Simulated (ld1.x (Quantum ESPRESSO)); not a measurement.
**Before and after: ultrasoft potential for N (Z = 7)**

```
Element                 : N
Generator               : ld1.x (Quantum ESPRESSO) 7.5
Type                    : ultrasoft
Functional              : LDA (PZ)
Relativity              : scalar-relativistic
Frozen core             : [He]
Valence charge          : 5
Reference configuration : 2s2 2p3
Partial waves           : 2s (bound): rcut 0.80, rcutus 0.95 bohr; 2s channel at -0.35 Ry: rcut 0.80, rcutus 0.95 bohr; 2p (bound): rcut 1.15, rcutus 1.25 bohr; 2p channel at -0.2 Ry: rcut 1.15, rcutus 1.25 bohr
Local potential         : all-electron potential smoothed inside 0.75 bohr (lloc = -1)
Core correction         : Bessel-smoothed model core, default radius (core density twice the valence density)
Augmentation charge     : PSQ, inside the norm-conserving radii
```

All-electron outer shells of the reference configuration (LDA (PZ), scalar-relativistic, ld1.x):

```
shell  level (eV)  outermost node (bohr)  outermost maximum (bohr)
   1s     -381.53                      –                      0.15
   2s      -18.42                   0.32                      1.02
   2p       -7.24                      –                      0.97
```

Change: core correction none.

Cutoffs: the cutoffs (Ry, on a coarse ladder) from which the occupation-weighted sum of valence levels, in a spherical-Bessel basis at the reference potential, stays within 10 and 1 mRy of its value at 400 Ry; they do not see the model core or the augmentation charge, which bear on the density cutoff. Errors are all-electron minus pseudo energies relative to the spin-unpolarised reference configuration.

**Question.** What does the change do?

**Answer.** The potential gets neither clearly harder nor softer (45 Ry and 70 Ry → 45 Ry and 70 Ry); of the 9 tests that both files solve, the error grows in 4 and shrinks in 4 by more than 15 % and 0.3 meV (median size 8.3 → 6.4 meV); neither file shows a bound ghost. The default core radius of the base comes out at 0.41 bohr.

| quantity | base | changed |
| --- | --- | --- |
| cutoff, loose | 45 Ry | 45 Ry |
| cutoff, tight | 70 Ry | 70 Ry |
| bound ghosts | none | none |
| error for 2s2 2p2, meV [ΔE 13.73 eV] | -8.3 | -2.2 |
| error for 2s2 2p1, meV [ΔE 42.70 eV] | -68 | -3.5 |
| error for 2s2 2p0, meV [ΔE 89.87 eV] | -265 | +71 |
| error for 2s2 2p3.3, meV [ΔE -1.67 eV] | 0.0 | +0.1 |
| error for 2s2 2p2.5, meV [ΔE 5.17 eV] | -1.4 | -0.6 |
| error for 2s1 2p4, meV [ΔE 11.20 eV] | -1.7 | +6.4 |
| error for 2s1 2p3, meV [ΔE 25.18 eV] | +7.6 | +9.6 |
| error for 2s2 2p3 (spin-polarised), meV [ΔE -2.89 eV] | -46 | +318 |
| error for 2s2 2p2 (spin-polarised), meV [ΔE 12.04 eV] | -38 | +226 |
| s: phases at 1.35 bohr within 0.05 rad from the reference energy up to (Ry; the scan ends near 5) | to the end of the scan | to the end of the scan |
| p: phases at 1.35 bohr within 0.05 rad from the reference energy up to (Ry; the scan ends near 5) | to the end of the scan | to the end of the scan |
| lowest overlap eigenvalue by channel | s 0.52, p 0.95 | s 0.52, p 0.95 |
